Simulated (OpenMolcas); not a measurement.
# Ionisation energies of lithium

* Program: OpenMolcas
* Basis: ANO-RCC-VTZP [4s3p2d1f]
* Scalar Hamiltonian: DKH2, point nucleus
* Spin-orbit coupling: state interaction with AMFI integrals over the reference wave functions, term energies averaged over their components

Active shells in each charge state: the valence s, p shells, with orbitals averaged over the low states. Where CASPT2's correlated closed shells are named, they are those of the first ion.

A. CASSCF
B. SS-CASPT2, IPEA 0.25 Eh, imaginary shift 0.1 Eh (closed shells correlated: 1s)
C. SS-CASPT2, IPEA 0 Eh, imaginary shift 0.1 Eh (closed shells correlated: 1s)
D. SS-CASPT2, IPEA 0.25 Eh, imaginary shift 0.1 Eh (closed shells correlated: none)

Energies in eV between the lowest computed levels, named as in B; reference values from the NIST Atomic Spectra Database with their kind.

```csv
From,To,A,B,C,D,Spin-orbit share in B,Reference
Li 2s ²S_1/2,Li+ 1s² ¹S₀,5.342,5.362,5.363,5.342,+0.000,5.392 (measured)
```

Error against the reference values, in %:

```csv
From,Reference,A,B,C,D
Li,measured,-0.9,-0.6,-0.5,-0.9
```

Absolute error against the one measured value: A 0.05 eV, B 0.03 eV, C 0.03 eV, D 0.05 eV.
